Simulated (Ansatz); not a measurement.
Correlation energies of C₂H₆AlFSi (`F[CH]1[CH2][Al]1[SiH3]`) by basis set

Z-matrix (Å, degrees):
```
C
C 1 1.531
Al 1 1.933 2 66.4
F 1 1.384 2 116.7 3 -125.8
H 1 1.093 2 111.4 3 108.6
H 2 1.087 1 119.6 3 -134.7
H 2 1.099 1 110.8 3 95.4
Si 3 2.439 1 161.6 2 -170.4
H 8 1.486 3 111.9 1 15.3
H 8 1.488 3 110.4 1 136.8
H 8 1.489 3 108.5 1 -104.4
```

Total charge 0; spin multiplicity 1. The geometry is a stationary point of PBE0-D4/def2-TZVP. Frozen core, restricted reference, the Gaussian-basis code of Ansatz. CBS rows extrapolate triple and quadruple zeta; past MP2 they add the triple-zeta difference.

```json
{"basis": "def2-TZVPP", "HF (Eh)": "-709.51920", "MP2 corr.": "-0.78370"}
{"basis": "def2-QZVPP", "HF (Eh)": "-709.54300", "MP2 corr.": "-0.84386"}
```

(1) Estimate the CCSD correlation energy and the (T) correction in each basis where they were run (hartree).

Answers

(1) 
```json
{"basis": "def2-TZVPP", "CCSD corr.": "-0.83190", "(T)": "-0.03250"}
{"basis": "CBS(def2)", "CCSD corr.": "-0.93663", "(T)": "as TZ"}
```
